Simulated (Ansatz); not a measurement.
One change: `SC[SiH2]S` becomes `O=C[SiH2]CS`.

Ansatz, PBE0-D4/def2-TZVP geometries, multiplicity 1. Each molecule was computed in one conformer, which needn't be the lowest.

```tsv
property	`SC[SiH2]S`
HOMO–LUMO gap (B3LYP/def2-TZVPP) / eV	6.57
size of the dipole moment (B3LYP/def2-TZVPP) / D	0.81
LUMO energy (B3LYP/def2-TZVPP) / eV	-0.09
HOMO–LUMO gap (ωB97M-V/def2-TZVPP) / eV	10.97
HOMO energy (ωB97M-V/def2-TZVPP) / eV	-9.10
LUMO energy (ωB97M-V/def2-TZVPP) / eV	1.87
```

Task: What does the change do to each property? (An estimate is asked.)

Result: Computed: 
```json
{"property": "HOMO–LUMO gap (B3LYP/def2-TZVPP) / eV", "`O=C[SiH2]CS`": "4.59", "shift": "-1.98"}
{"property": "size of the dipole moment (B3LYP/def2-TZVPP) / D", "`O=C[SiH2]CS`": "2.32", "shift": "1.51"}
{"property": "LUMO energy (B3LYP/def2-TZVPP) / eV", "`O=C[SiH2]CS`": "-1.98", "shift": "-1.89"}
{"property": "HOMO–LUMO gap (ωB97M-V/def2-TZVPP) / eV", "`O=C[SiH2]CS`": "9.59", "shift": "-1.38"}
{"property": "HOMO energy (ωB97M-V/def2-TZVPP) / eV", "`O=C[SiH2]CS`": "-9.02", "shift": "0.08"}
{"property": "LUMO energy (ωB97M-V/def2-TZVPP) / eV", "`O=C[SiH2]CS`": "0.57", "shift": "-1.30"}
```

With PBE0 the HOMO rises by 0.09 eV and the LUMO falls by 1.90 eV, so the gap narrows by about 1.99 eV. PBE moves the HOMO by 0.10 eV and ωB97M-V by 0.08 eV. Dipoles are sizes alone; their direction can turn.

B3LYP here is the variant with VWN-RPA as its local correlation; programs differ in this.
